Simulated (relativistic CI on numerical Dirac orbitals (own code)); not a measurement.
Electric-dipole transitions in S⁺

Calculated at this level of theory: Dirac-Coulomb-Breit CI, KLI orbitals optimised for each configuration, a model potential for QED, valence Slater integrals scaled by 0.85, P86 correlation estimate, and configurations built on the next ion tied to the tabulated ionisation energy (semi-empirical) (own radial code, finite nucleus).

Configuration list (outside the closed core [Ne]): 3s²3p³, 3s3p⁴, 3s²3p²3d, 3s²3p²4s, 3s²3p²4p, 3s²3p²4d, 3s²3p²5s, 3s²3p²4f, 3p⁵, 3s²3p3d², 3s3p³3d, 3s²3p²5p, 3s²3p4s², 3s²3p3d4s, 3s²3p²5d, 3s²3p²5f, 3s²3p²5g, 3s²3p4s4p, 3s²3p3d4p, 3p³3d², 3s²3p4p², 3s3p³4s. Levels of other configurations are missing.

```
λ vac (nm)                Lower                 Upper   A (s⁻¹)  log gf  S velocity/length
    74.031    3s²3p³ ⁴S°3/2 [1]   3s²3p²3d ²D5/2 [50]  7.12e+07   -1.45               0.93
    74.194    3s²3p³ ⁴S°3/2 [1]   3s²3p²3d ⁴P1/2 [49]  7.95e+09    0.12               0.94
    74.259    3s²3p³ ⁴S°3/2 [1]   3s²3p²3d ²D3/2 [48]  1.97e+09   -0.19               0.94
    74.409    3s²3p³ ⁴S°3/2 [1]   3s²3p²3d ⁴P5/2 [46]  7.81e+09    0.59               0.94
    79.640    3s²3p³ ²D°3/2 [2]   3s²3p²3d ²P3/2 [55]  1.69e+08   -1.19               0.67
    79.662    3s²3p³ ²D°5/2 [3]   3s²3p²3d ²P3/2 [55]  2.02e+09   -0.11               0.70
    79.763    3s²3p³ ²D°3/2 [2]   3s²3p²3d ²P1/2 [54]  2.32e+09   -0.35               0.71
    80.433    3s²3p³ ²D°5/2 [3]   3s²3p²3d ²F7/2 [53]  5.20e+09    0.61               1.06
    80.440    3s²3p³ ²D°3/2 [2]   3s²3p²3d ²F5/2 [52]  4.68e+09    0.44               1.06
    80.462    3s²3p³ ²D°5/2 [3]   3s²3p²3d ²F5/2 [52]  4.06e+08   -0.63               1.03
    83.700    3s²3p³ ²D°3/2 [2]   3s²3p²3d ²D5/2 [50]  2.26e+08   -0.85               0.91
    83.724    3s²3p³ ²D°5/2 [3]   3s²3p²3d ²D5/2 [50]  1.05e+09   -0.18               0.82
    83.993    3s²3p³ ²D°3/2 [2]   3s²3p²3d ²D3/2 [48]  7.01e+08   -0.53               0.82
    84.017    3s²3p³ ²D°5/2 [3]   3s²3p²3d ²D3/2 [48]  1.15e+08   -1.31               0.81
    85.403    3s²3p³ ²P°1/2 [4]   3s²3p²3d ²P3/2 [55]  3.26e+08   -0.85               0.87
    85.435    3s²3p³ ²P°3/2 [5]   3s²3p²3d ²P3/2 [55]  1.95e+09   -0.07               0.87
    85.545    3s²3p³ ²P°1/2 [4]   3s²3p²3d ²P1/2 [54]  1.51e+09   -0.48               0.87
    85.577    3s²3p³ ²P°3/2 [5]   3s²3p²3d ²P1/2 [54]  5.88e+08   -0.89               0.90
    90.120    3s²3p³ ⁴S°3/2 [1]   3s²3p²4s ⁴P5/2 [15]  9.99e+08   -0.14               0.78
    90.126    3s²3p³ ²P°3/2 [5]   3s²3p²3d ²D5/2 [50]  1.21e+09   -0.05               0.99
    90.429    3s²3p³ ²P°1/2 [4]   3s²3p²3d ²D3/2 [48]  8.24e+08   -0.39               0.98
    90.465    3s²3p³ ²P°3/2 [5]   3s²3p²3d ²D3/2 [48]  1.50e+08   -1.13               0.99
    90.485    3s²3p³ ⁴S°3/2 [1]   3s²3p²4s ⁴P3/2 [14]  9.84e+08   -0.32               0.78
    90.711    3s²3p³ ⁴S°3/2 [1]   3s²3p²4s ⁴P1/2 [13]  9.76e+08   -0.62               0.78
    92.974    3s²3p³ ²D°3/2 [2]   3s²3p²4s ²D3/2 [30]  1.07e+09   -0.26               0.77
    92.975    3s²3p³ ²D°3/2 [2]   3s²3p²4s ²D5/2 [29]  9.92e+07   -1.11               0.76
    93.004    3s²3p³ ²D°5/2 [3]   3s²3p²4s ²D3/2 [30]  8.70e+07   -1.35               0.77
    93.005    3s²3p³ ²D°5/2 [3]   3s²3p²4s ²D5/2 [29]  1.12e+09   -0.06               0.77
    100.93    3s²3p³ ²P°1/2 [4]   3s²3p²4s ²D3/2 [30]  1.97e+08   -0.92               0.65
    100.97    3s²3p³ ²P°3/2 [5]   3s²3p²4s ²D3/2 [30]  8.80e+07   -1.27               0.68
    100.97    3s²3p³ ²P°3/2 [5]   3s²3p²4s ²D5/2 [29]  2.43e+08   -0.65               0.65
    101.28    3s²3p³ ²D°3/2 [2]   3s²3p²4s ²P3/2 [21]  9.75e+07   -1.22               0.75
    101.31    3s²3p³ ²D°5/2 [3]   3s²3p²4s ²P3/2 [21]  1.50e+09   -0.03               0.74
    101.79    3s²3p³ ²D°3/2 [2]   3s²3p²4s ²P1/2 [20]  1.71e+09   -0.27               0.73
    110.78    3s²3p³ ²P°1/2 [4]   3s²3p²4s ²P3/2 [21]  1.42e+08   -0.98               0.72
    110.84    3s²3p³ ²P°3/2 [5]   3s²3p²4s ²P3/2 [21]  6.61e+08   -0.31               0.72
    111.40    3s²3p³ ²P°1/2 [4]   3s²3p²4s ²P1/2 [20]  5.03e+08   -0.73               0.73
    111.46    3s²3p³ ²P°3/2 [5]   3s²3p²4s ²P1/2 [20]  2.04e+08   -1.12               0.73
    515.00  3s²3p²4s ⁴P5/2 [15]  3s²3p²4p ⁴P°5/2 [40]  7.06e+07    0.23               0.88
    545.18  3s²3p²4s ²D5/2 [29]  3s²3p²4p ²F°7/2 [57]  8.34e+07    0.47               0.63
    547.80  3s²3p²4s ²D3/2 [30]  3s²3p²4p ²F°5/2 [56]  8.18e+07    0.34               0.63
    552.54  3s²3p²4s ⁴P3/2 [14]  3s²3p²4p ⁴D°5/2 [34]  6.35e+07    0.24               0.67
    554.75  3s²3p²4s ⁴P5/2 [15]  3s²3p²4p ⁴D°7/2 [35]  7.98e+07    0.47               0.66
    580.66  3s²3p²4s ²P3/2 [21]  3s²3p²4p ²D°5/2 [43]  6.36e+07    0.29               0.66
```

Terms are leading LS components. Brackets give the number of a level in order of energy, since labels repeat. The list gives strong lines, with weight on those to low levels, without configurations that were not tied to measured data, among the lowest 248 of 653 levels, so that lines to higher ones, which can be the strongest, are missing, and without lines across small gaps between configurations, and without 170 lines that miss the measured interval by over 3.5 %, start from a term whose rates miss tabulated ones by over 60 %, have gauges far apart or, lacking measured levels, span too small a gap for the errors found; lines with a level outside our table were not tested and can miss by more. Levels whose partners in the same complex of configurations lie outside the list can be far off, and so can their lines. Rates are taken at the computed energies, electric ones in the length gauge. A velocity-to-length ratio far from 1 marks an uncertain rate.

Configurations that consist of the next ion and one excited electron were tied to the tabulated ionisation energy; Rydberg ones are usually within 1,000 to 3,000 cm⁻¹ and the lowest ones within about 6,000 (9,000 in d shells), while levels on excited terms of the next ion carry the error of that term, and the other configurations can be misplaced by 10,000 cm⁻¹ or more. Rates follow the energies as ν³ (E1, M1) or ν⁵ (E2), so rates, branching and lifetimes can be off by large factors. The fine structure of a lone outer electron comes out too small, for d and f at times inverted, and misplaced configurations move strength between like terms. 52 of the 56 excited levels that our extract of the measured tables holds in this range could be paired (the sources list more); they are missed by 1676 cm⁻¹ on average and 6476 at most, and levels without a partner can miss by more.

LS names give the leading component of a level, which can be under half, so a name can repeat, a term be missing and a line seem to break the LS rules.
